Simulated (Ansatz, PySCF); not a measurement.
**Hf(OH)4 in two programs**

Hf(OH)4 (singlet), relaxed with PySCF 2.14.0, RKS BP86, Hf def2-SVP with ECP60, O def2-SVP, H def2-SVP; non-relativistic Hamiltonian with scalar-relativistic core potentials where named; density fitting; no spin-orbit coupling:

```xyz
9

Hf   -0.0668    0.0000    0.2387
O     1.6777    0.0000   -0.6160
H     2.5875    0.0000   -0.9344
O    -0.2451    1.5897    1.3432
H    -0.4185    2.3797    1.8677
O    -1.4493    0.0000   -1.1338
H    -1.9075    0.0000   -1.9830
O    -0.2451   -1.5896    1.3433
H    -0.4185   -2.3796    1.8678
```

There the HOMO–LUMO gap is 6.26 eV. 

The same geometry by Ansatz 0.2.0 (PBE, PAW, a periodic box with 9 Å of vacuum):

| spin-orbit coupling | gap (eV) | largest force component (eV/Å) |
| --- | --- | --- |
| without | 5.77 | 0.25 |

Task: What does the run with spin-orbit coupling give?

Result: gap (eV): 5.77, largest force component (eV/Å): 0.25. It took 38 s on 2 threads of Arm Neoverse V1 (shared host), peak memory 3.1 GiB.

The spin-orbit runs use fully relativistic datasets of their own, so changes of a few hundredths of an eV needn't come from the coupling.

The two programs differ in functional, so their gaps don't test each other.
